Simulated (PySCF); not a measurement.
# What a mistake does to a calculation on B2H5OSi cation

These are calculations, not measurements. They come from PySCF 2.14.0, an open-source quantum chemistry program, on an isolated molecule that a program drew, which may never have been made. The molecule is B2H5OSi cation (charge +1, singlet), drawn as the SMILES string `BO[SiH+]B`.

Each row is a Hartree-Fock (HF) and frozen-core CCSD(T) single point in the cc-pV(D+d)Z basis, meant for a local HF minimum. Run 1 is clean. Each other run has one planted mistake out of seven kinds, and not every kind appears here: one electron removed, one electron added, multiplicity raised by two, geometry at a saddle point, minimal basis STO-3G, one bond length entered in bohr, all coordinates scaled. The reference is restricted for singlets and unrestricted otherwise, and also for a bond in bohr. Adding or removing an electron swaps singlet and doublet. Electrons count all cores. HOMO and LUMO are orbital energies over both spins, the gradient is its largest component, and the lowest frequency (negative if imaginary) is given only where the gradient is small. Bond lengths are over the 8 bonds as drawn. T1 is the CCSD diagnostic: over 0.02 (restricted) or 0.045 (unrestricted) a single reference is doubtful.

Geometry of the clean run:
```xyz
9
B2H5OSi cation, angstrom
B    -0.9428    1.3236    0.7057
O    -0.1118    1.0909   -0.3987
Si    0.9021    0.9034   -1.5692
B     0.3655   -0.2121   -3.1856
H    -0.8777    0.5408    1.5960
H    -1.6454    2.2793    0.6520
H     2.1872    1.5765   -1.3763
H     0.6000   -1.3775   -3.1643
H    -0.1631    0.3399   -4.0963
```

```
run  electrons  basis functions  <S^2>  HOMO (eV)  LUMO (eV)  gradient (hartree/bohr)  lowest frequency (cm^-1)  mean bond (Å)  longest bond (Å)      T1  HF (hartree)  CCSD(T) (hartree)                 mistake
  1         36               90  0.000     -17.35      -4.54                  9.4e-06                        92         1.4017             2.036  0.0167    -415.84336         -416.31671                no fault
  2         36               90  0.000     -16.67      -4.77                  5.3e-02                         -         1.5404             2.237  0.0217    -415.77827         -416.26931  all coordinates scaled
  3         36               90  2.016     -13.58      -8.23                  3.0e-02                         -         1.4017             2.036  0.0231    -415.69055         -416.16578                       ?
  4         36               29  0.000     -15.64      -1.33                  3.5e-02                         -         1.4017             2.036  0.0265    -410.93654         -411.13958                       ?
```

**Which mistake was planted in run 3, and what did it cost?**

Electrons, basis and geometry are unchanged, and <S^2> is 2.016, beside S(S+1) = 2.00 for a multiplicity of 3. So the mistake is: multiplicity raised by two. Subtracting run 1 and multiplying by 627.51 kcal/mol a hartree, the energy moved by 95.9 kcal/mol in HF and 94.7 kcal/mol in CCSD(T).

**Which mistake was planted in run 4, and what did it cost?**

It has 29 basis functions where the clean run has 90, with the same electrons and geometry. So the mistake is: minimal basis STO-3G. Subtracting run 1 and multiplying by 627.51 kcal/mol a hartree, the energy moved by 3079.1 kcal/mol in HF and 3248.7 kcal/mol in CCSD(T).

Cautions from the logs. Run 2: T1 is over the limit, so its CCSD(T) energy is less reliable; run 4: T1 is over the limit, so its CCSD(T) energy is less reliable.
